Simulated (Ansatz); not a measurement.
Cost and result for the atomization energy of `[OH][In]([Cl])[Br]` (5 atoms, 4 bonds).

The species carries charge 0 and has multiplicity 1. Correlated methods include outer-core shells of Br, In, which these sets cover unevenly. Scalar relativity is left out up to krypton. In: def2 effective core potential. All single points use the PBE0-D4/def2-TZVP geometry. It is one conformer, not always the lowest. Program: Ansatz. All runs use 4 threads of a server CPU on a shared host. Times are those of one run each, without the atoms' runs, and a repeat can differ threefold. Electronic energies, without spin–orbit coupling; frozen cores. CCSD(T)/CBS adds CCSD(T) − MP2 in def2-TZVPP to the MP2 limit, and its time is that of the two runs behind it. T1 = 0.013. With those shells the extrapolation isn't a true limit. B3LYP takes the VWN-RPA correlation (the form of Gaussian; ORCA's B3LYP/G). HSE06 is the plane-wave form, built on full-range PBE exchange.

CCSD(T)/CBS is a level of theory with its own doubt, some kJ/mol a heavy atom from the limit and from the frozen cores, so smaller differences don't rank the functionals.

```json
{"level": "LDA (SPW92)/def2-TZVPP", "functions": "185", "wall time": "1.2 s", "atomization (kJ/mol)": "1637.4", "difference from CCSD(T)/CBS": "215.6", "per bond": "53.9"}
{"level": "revPBE-D4/def2-TZVPP", "functions": "185", "wall time": "1.9 s", "atomization (kJ/mol)": "1359.0", "difference from CCSD(T)/CBS": "-62.8", "per bond": "-15.7"}
{"level": "HSE06-D4/def2-TZVPP", "functions": "185", "wall time": "3.7 s", "atomization (kJ/mol)": "1379.5", "difference from CCSD(T)/CBS": "-42.3", "per bond": "-10.6"}
{"level": "CAM-B3LYP-D4/def2-TZVPP", "functions": "185", "wall time": "3.8 s", "atomization (kJ/mol)": "1368.1", "difference from CCSD(T)/CBS": "-53.7", "per bond": "-13.4"}
{"level": "r2SCAN-D4/def2-TZVPP (with forces)", "functions": "185", "wall time": "4 s", "atomization (kJ/mol)": "1406.9", "difference from CCSD(T)/CBS": "-14.9", "per bond": "-3.7"}
{"level": "B3LYP-D4/def2-TZVPP (with forces)", "functions": "185", "wall time": "4.5 s", "atomization (kJ/mol)": "1350.8", "difference from CCSD(T)/CBS": "-71.0", "per bond": "-17.8"}
{"level": "r2SCANh-D4/def2-TZVPP", "functions": "185", "wall time": "5.5 s", "atomization (kJ/mol)": "1387.9", "difference from CCSD(T)/CBS": "-33.9", "per bond": "-8.5"}
{"level": "B2PLYP/def2-TZVPP", "functions": "185", "wall time": "5.5 s", "atomization (kJ/mol)": "1356.2", "difference from CCSD(T)/CBS": "-65.6", "per bond": "-16.4"}
{"level": "CCSD(T)/def2-SVP", "functions": "95", "wall time": "6 s", "atomization (kJ/mol)": "1267.2", "difference from CCSD(T)/CBS": "-154.6", "per bond": "-38.7"}
{"level": "ωB97X-V/def2-TZVPP", "functions": "185", "wall time": "7 s", "atomization (kJ/mol)": "1402.2", "difference from CCSD(T)/CBS": "-19.6", "per bond": "-4.9"}
{"level": "MP2/def2-QZVPP", "functions": "328", "wall time": "15 s", "atomization (kJ/mol)": "1454.0", "difference from CCSD(T)/CBS": "32.2", "per bond": "8.1"}
{"level": "CCSD(T)/def2-TZVPP", "functions": "185", "wall time": "76 s", "atomization (kJ/mol)": "1354.4", "difference from CCSD(T)/CBS": "-67.4", "per bond": "-16.9"}
{"level": "CCSD(T)/CBS(def2)", "functions": "–", "wall time": "91 s", "atomization (kJ/mol)": "1421.8", "difference from CCSD(T)/CBS": "0.0", "per bond": "0.0"}
```

From BLYP to BHLYP (50 % exact exchange), in def2-TZVPP and without D4, the atomization energy moves by −50.5 kJ/mol: exact exchange takes away binding that semilocal exchange gives to molecules. Leaving LDA and LC-ωPBE aside and taking each functional with its dispersion term where it has one, the values, not all of them listed here, spread over 116.9 kJ/mol, from BHLYP-D4 to PBE-D4. LDA lies +232.1 kJ/mol from PBE without D4, its usual overbinding. In def2-TZVPP, CCSD(T) changes the Hartree–Fock value by +422.4 kJ/mol (the triples alone add +38.0 kJ/mol) and MP2 by +482.1 kJ/mol; breaking electron pairs costs correlation energy, which Hartree–Fock lacks.

Spin–orbit coupling would lower the free In atoms strongly, and the atomization energy with them, by more than many differences here.
